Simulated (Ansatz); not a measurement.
Start from `C[O][Sn]([OH])([F])[F]` and change one atom or group to get `C[O][Sn]([F])([F])[GeH3]`.

Ansatz, PBE0-D4/def2-TZVP geometries, multiplicity 1. Each molecule was computed in one conformer, which needn't be the lowest.

Elements past krypton have def2 core potentials. Scalar relativity is left out up to krypton.

| property | `C[O][Sn]([OH])([F])[F]` |
| --- | --- |
| size of the dipole moment (ωB97M-V/def2-TZVPP) / D | 2.61 |
| ideal-gas entropy at 298 K and 1 bar (rigid rotor, harmonic PBE0-D4/def2-TZVP) / J/(mol·K) | 414 |
| HOMO energy (ωB97M-V/def2-TZVPP) / eV | -11.28 |
| HOMO energy (PBE0/def2-TZVPP) / eV | -8.85 |
| zero-point energy (PBE0-D4/def2-TZVP) / kJ/mol | 154.3 |
| HOMO–LUMO gap (B3LYP/def2-TZVPP) / eV | 5.84 |

Problem. Give the same properties after the change, and the shifts. (Best estimate.)

Solution. The calculation gave: 
```tsv
property	`C[O][Sn]([F])([F])[GeH3]`	shift
size of the dipole moment (ωB97M-V/def2-TZVPP) / D	3.68	1.07
ideal-gas entropy at 298 K and 1 bar (rigid rotor, harmonic PBE0-D4/def2-TZVP) / J/(mol·K)	462	48
HOMO energy (ωB97M-V/def2-TZVPP) / eV	-10.61	0.67
HOMO energy (PBE0/def2-TZVPP) / eV	-8.18	0.67
zero-point energy (PBE0-D4/def2-TZVP) / kJ/mol	180.9	26.6
HOMO–LUMO gap (B3LYP/def2-TZVPP) / eV	5.98	0.14
```

With PBE0 the HOMO rises by 0.67 eV and the LUMO rises by 0.78 eV, so the gap widens by about 0.11 eV. PBE moves the HOMO by 0.62 eV and ωB97M-V by 0.67 eV. The zero-point energy changes by 26.6 kJ/mol with +6 modes. Dipoles are sizes alone; their direction can turn. Modes under 60 cm⁻¹, often nearly free rotors, make the harmonic entropy too high.

B3LYP here is the variant with VWN-RPA as its local correlation; programs differ in this.
